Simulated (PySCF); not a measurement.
S (SMILES [S+]), charge +1, quartet; BLYP/6-311G** (PySCF).

Here is a job for PySCF.
```python
from pyscf import gto, scf, dft

mol = gto.Mole()
mol.atom = '''
    S     0.00000000    0.00000000    0.00000000
'''
mol.basis = '6-311g**'
mol.charge = 1
mol.spin = 3
mol.verbose = 4
mol.build()

mf = dft.UKS(mol)
mf.xc = 'blyp'
mf = mf.newton()
mf.kernel()
```

Output, abridged:

```
PySCF version 2.14.0

[INPUT] verbose = 4
[INPUT] num. atoms = 1
[INPUT] num. electrons = 15
[INPUT] charge = 1
[INPUT] spin (= nelec alpha-beta = 2S) = 3
[INPUT] symmetry False subgroup None
[INPUT] Mole.unit = angstrom
[INPUT] Symbol           X                Y                Z      unit          X                Y                Z       unit  Magmom
[INPUT]  1 S      0.000000000000   0.000000000000   0.000000000000 AA    0.000000000000   0.000000000000   0.000000000000 Bohr   0.0

nuclear repulsion = 0
number of shells = 12
number of NR pGTOs = 45
number of NR cGTOs = 26
basis = 6-311g**
ecp = {}

******** <class 'pyscf.soscf.newton_ah.SecondOrderUKS'> ********
method = SecondOrderUKS
initial guess = minao
damping factor = 0
level_shift factor = 0
DIIS = <class 'pyscf.scf.diis.CDIIS'>
diis_start_cycle = 1
diis_space = 8
diis_damp = 0
SCF conv_tol = 1e-09
SCF conv_tol_grad = None
SCF max_cycles = 50
direct_scf = True
direct_scf_tol = 1e-13
number electrons alpha = 9  beta = 6
XC library pyscf.dft.libxc version 7.1.2
    S. Lehtola, C. Steigemann, M. J. T. Oliveira, and M. A. L. Marques,  SoftwareX 7, 1–5 (2018)
XC functionals = blyp
    A. D. Becke,  Phys. Rev. A 38, 3098 (1988)
    C. Lee, W. Yang, and R. G. Parr,  Phys. Rev. B 37, 785 (1988)
    B. Miehlich, A. Savin, H. Stoll, and H. Preuss,  Chem. Phys. Lett. 157, 200 (1989)
radial grids:
    Treutler-Ahlrichs [JCP 102, 346 (1995); DOI:10.1063/1.469408] (M4) radial grids

becke partition: Becke, JCP 88, 2547 (1988); DOI:10.1063/1.454033
pruning grids: <function nwchem_prune>
grids dens level: 3
symmetrized grids: False
atomic radii adjust function: <function treutler_atomic_radii_adjust>
small_rho_cutoff = 0
******** <class 'pyscf.dft.uks.UKS'> Newton solver flags ********
SCF tol = 1e-09
conv_tol_grad = None
max. SCF cycles = 50
direct_scf = True
direct_scf_tol = 1e-13
max_cycle_inner = 12
max_stepsize = 0.05
ah_start_tol = 1e+09
ah_level_shift = 0
ah_conv_tol = 1e-12
ah_lindep = 1e-14
ah_start_cycle = 1
ah_max_cycle = 40
ah_grad_trust_region = 2.5
kf_interval = 4
kf_trust_region = 5
canonicalization = True
Set conv_tol_grad to 3.16228e-05
tot grids = 18880

Initial guess E= -397.686463759911  |g|= 0.283099
macro= 0  E= -397.733809593919  delta_E= -0.0473458  |g|= 0.283099  2 KF 6 JK
macro= 1  E= -397.73532036042  delta_E= -0.00151077  |g|= 0.000776092  2 KF 8 JK
macro= 2  E= -397.735320360679  delta_E= -2.59149e-10  |g|= 1.52293e-05  1 KF 3 JK
Canonicalize SCF orbitals
macro X = 3  E=-397.735320360679  |g|= 1.52293e-05  total 6 KF 21 JK
converged SCF energy = -397.735320360679  <S^2> = 3.750434  2S+1 = 4.000217
```
